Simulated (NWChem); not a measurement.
System: C$_{3}$H$_{4}$F$_{2}$O; SMILES CO/C(F)=C/F

NWChem printed, in part:

```
             Northwest Computational Chemistry Package (NWChem) 7.3.0
             --------------------------------------------------------

 C1  symmetry detected

                             Geometry "geometry" -> ""
                             -------------------------

 Output coordinates in angstroms (scale by  1.889725989 to convert to a.u.)

  No.       Tag          Charge          X              Y              Z
 ---- ---------------- ---------- -------------- -------------- --------------
    1 C                    6.0000     0.18163522     2.21309747     0.43184086
    2 O                    8.0000     0.51440184     1.14941687    -0.47880533
    3 C                    6.0000    -0.02506106    -0.04118502    -0.18143230
    4 F                    9.0000    -1.36897428    -0.05628907    -0.09789835
    5 C                    6.0000     0.69600425    -1.14860000    -0.02118865
    6 F                    9.0000     0.10886884    -2.34772437     0.16093336
    7 H                    1.0000     0.71083568     3.09414530     0.06727996
    8 H                    1.0000    -0.89606135     2.39997116     0.43382283
    9 H                    1.0000     0.51845891     1.96587756     1.44573071
   10 H                    1.0000     1.77703065    -1.15908285    -0.05902535

 Effective nuclear repulsion energy (a.u.)     241.9347575326

  xc_inp: hfexch multiplicative factor not found.

                                 NWChem DFT Module
                                 -----------------

 Summary of "ao basis" -> "ao basis" (spherical)
 ------------------------------------------------------------------------------
       Tag                 Description            Shells   Functions and Types
 ---------------- ------------------------------  ------  ---------------------
 C                         def2-tzvp                11       31   5s3p2d1f
 O                         def2-tzvp                11       31   5s3p2d1f
 F                         def2-tzvp                11       31   5s3p2d1f
 H                         def2-tzvp                 4        6   3s1p

            General Information
            -------------------
          SCF calculation type: DFT
          Wavefunction type:  closed shell.
          No. of atoms     :    10
          No. of electrons :    48
           Alpha electrons :    24
            Beta electrons :    24
          Charge           :     0
          Spin multiplicity:     1
          Use of symmetry is: off; symmetry adaption is: off
          Maximum number of iterations: 150
          AO basis - number of functions:   210
                     number of shells:    82
          Convergence on energy requested:  1.00D-06
          Convergence on density requested:  1.00D-05
          Convergence on gradient requested:  5.00D-04

              XC Information
              --------------
                     Hartree-Fock (Exact) Exchange  1.000

      Superposition of Atomic Density Guess
      -------------------------------------

 Sum of atomic energies:        -388.63368539

      Non-variational initial energy
      ------------------------------

 Total energy =    -391.172593
 1-e energy   =   -1015.905746
 2-e energy   =     382.798396
 HOMO         =      -0.231279
 LUMO         =       0.082791

------------------------------------------------------------
EAF file 0: "./job.aoints.0" size=872415232 bytes
------------------------------------------------------------
               write      read    awrite     aread      wait
               -----      ----    ------     -----      ----
     calls:     1664         0         0         0         0
   data(b): 8.72e+08  0.00e+00  0.00e+00  0.00e+00
   time(s): 0.00e+00  0.00e+00  0.00e+00  0.00e+00  0.00e+00
rate(mb/s): 0.00e+00  0.00e+00
------------------------------------------------------------

     ---------------------------------------------
      Total Density - Mulliken Population Analysis
     ---------------------------------------------

    Atom       Charge   Shell Charges
 -----------   ------   -------------------------------------------------------
    1 C    6     6.15   0.86  1.12  0.54  0.66  0.13  1.13  1.26  0.37  0.02  0.06  0.01
    2 O    8     8.46   0.79  1.18  0.58  0.94  0.24  1.91  2.10  0.68  0.00  0.03  0.00
    3 C    6     5.30   0.85  1.12  0.51  0.53  0.05  0.94  0.91  0.18  0.04  0.13  0.02
    4 F    9     9.36   0.77  1.20  0.61  1.00  0.31  2.31  2.30  0.84  0.00  0.01  0.00
    5 C    6     5.96   0.86  1.12  0.54  0.60  0.13  1.11  1.15  0.35  0.03  0.06  0.01
    6 F    9     9.35   0.77  1.20  0.61  1.00  0.31  2.32  2.30  0.82  0.00  0.01  0.00
    7 H    1     0.85   0.25  0.45  0.13  0.02
    8 H    1     0.85   0.25  0.45  0.13  0.02
    9 H    1     0.87   0.25  0.45  0.15  0.02
   10 H    1     0.85   0.24  0.45  0.14  0.02

   convergence    iter        energy       DeltaE   RMS-Dens  Diis-err
 ---------------- ----- ----------------- --------- --------- ---------
 d= 0,ls=0.0,diis     1   -389.6787025406 -6.32D+02  2.69D-03  8.63D-01
 d= 0,ls=0.0,diis     2   -389.7563784833 -7.77D-02  9.02D-04  2.40D-01
 d= 0,ls=0.0,diis     3   -389.7761236320 -1.97D-02  3.19D-04  1.15D-02
 d= 0,ls=0.0,diis     4   -389.7775696780 -1.45D-03  1.10D-04  6.18D-04
 d= 0,ls=0.0,diis     5   -389.7776704885 -1.01D-04  3.85D-05  4.50D-05
  Resetting Diis
 d= 0,ls=0.0,diis     6   -389.7776817148 -1.12D-05  1.61D-05  7.55D-06
 d= 0,ls=0.0,diis     7   -389.7776834713 -1.76D-06  3.82D-06  9.98D-07
 d= 0,ls=0.0,diis     8   -389.7776836626 -1.91D-07  1.82D-06  2.77D-07

         Total DFT energy =     -389.777683662631
      One electron energy =    -1018.566780269819
           Coulomb energy =      432.250570577936
    Exchange-Corr. energy =      -45.396231503332
 Nuclear repulsion energy =      241.934757532585

 Numeric. integr. density =        0.000000000000

                       DFT Final Molecular Orbital Analysis
                       ------------------------------------

 Vector   22  Occ=2.000000D+00  E=-5.471807D-01
              MO Center=  3.4D-01,  1.8D+00,  1.1D-01, r^2= 2.2D+00
   Bfn.  Coefficient  Atom+Function         Bfn.  Coefficient  Atom+Function
  ----- ------------  ---------------      ----- ------------  ---------------
   188      0.204541   7 H  s                39      0.201836   2 O  pz
    42      0.183767   2 O  pz                8     -0.181755   1 C  pz
    11     -0.154899   1 C  pz               37     -0.143609   2 O  px
   200     -0.140857   9 H  s                40     -0.130662   2 O  px
   187      0.126472   7 H  s                 7      0.121631   1 C  py

 Vector   23  Occ=2.000000D+00  E=-5.037342D-01
              MO Center=  1.8D-01,  1.4D+00,  1.9D-02, r^2= 2.1D+00
   Bfn.  Coefficient  Atom+Function         Bfn.  Coefficient  Atom+Function
  ----- ------------  ---------------      ----- ------------  ---------------
    37      0.313445   2 O  px               40      0.286639   2 O  px
    43      0.191773   2 O  px              194      0.177881   8 H  s
     6     -0.169985   1 C  px                9     -0.146157   1 C  px
   200     -0.144214   9 H  s                39      0.139538   2 O  pz
    42      0.129009   2 O  pz              193      0.109290   8 H  s

 Vector   24  Occ=2.000000D+00  E=-3.671450D-01
              MO Center=  3.3D-01, -5.3D-01, -8.1D-02, r^2= 2.0D+00
   Bfn.  Coefficient  Atom+Function         Bfn.  Coefficient  Atom+Function
  ----- ------------  ---------------      ----- ------------  ---------------
   135      0.283279   5 C  pz              132      0.279311   5 C  pz
    70      0.246020   3 C  pz               73      0.246919   3 C  pz
   138      0.163216   5 C  pz              163     -0.155982   6 F  pz
    39     -0.152665   2 O  pz               42     -0.144609   2 O  pz
   169     -0.135813   6 F  pz              166     -0.131947   6 F  pz

 Vector   25  Occ=0.000000D+00  E= 1.425825D-01
              MO Center=  2.2D-01,  2.1D+00,  7.9D-01, r^2= 7.0D+00
   Bfn.  Coefficient  Atom+Function         Bfn.  Coefficient  Atom+Function
  ----- ------------  ---------------      ----- ------------  ---------------
     5      5.292336   1 C  s               201     -2.267975   9 H  s
   195     -1.970271   8 H  s               189     -1.725346   7 H  s
    75     -1.040249   3 C  py              207     -0.788828  10 H  s
   136      0.670200   5 C  px                4     -0.485344   1 C  s
    67     -0.485680   3 C  s               129     -0.434382   5 C  s

 Vector   26  Occ=0.000000D+00  E= 1.731330D-01
              MO Center=  8.7D-01, -7.3D-02,  1.1D-01, r^2= 5.8D+00
   Bfn.  Coefficient  Atom+Function         Bfn.  Coefficient  Atom+Function
  ----- ------------  ---------------      ----- ------------  ---------------
   207      1.663427  10 H  s                36     -1.008551   2 O  s
   136     -0.797217   5 C  px              138      0.751101   5 C  pz
    76     -0.690943   3 C  pz               66      0.605433   3 C  s
   129     -0.576418   5 C  s               128     -0.561765   5 C  s
    12      0.528521   1 C  px              189     -0.524625   7 H  s

 Vector   27  Occ=0.000000D+00  E= 1.838479D-01
              MO Center=  1.3D+00, -3.5D-01, -2.5D-02, r^2= 6.9D+00
   Bfn.  Coefficient  Atom+Function         Bfn.  Coefficient  Atom+Function
  ----- ------------  ---------------      ----- ------------  ---------------
   207      2.861088  10 H  s               129     -1.913183   5 C  s
     5      1.841390   1 C  s               136     -1.482297   5 C  px
   195     -1.184489   8 H  s                36     -1.126949   2 O  s
    66      0.784403   3 C  s               201     -0.782844   9 H  s
    74      0.564326   3 C  px              128     -0.540908   5 C  s

[...]
```

Level: Hartree-Fock/def2-TZVP. Geometry: optimised at B3LYP/6-31G* (spherical d).

Question: Write an input that gives this output.

Answer: This is not unique; one that fits is the input that was run:
```
start job
memory heap 200 mb stack 900 mb global 1100 mb
geometry units angstroms noautoz
  C      0.053987     2.242478     0.209125
  O      0.642393     1.121418    -0.475294
  C      0.009742    -0.047006    -0.297750
  F     -1.287925    -0.056149    -0.657313
  C      0.614910    -1.141825     0.157359
  F     -0.025392    -2.326272     0.211158
  H      0.692135     3.097621    -0.016043
  H     -0.961106     2.429456    -0.152788
  H      0.036276     2.061960     1.290624
  H      1.648671    -1.155135     0.475668
end
basis spherical
  * library def2-tzvp
end
dft
  xc hfexch
  iterations 150
  semidirect filesize 400000000
  mulliken
end
task dft energy
```
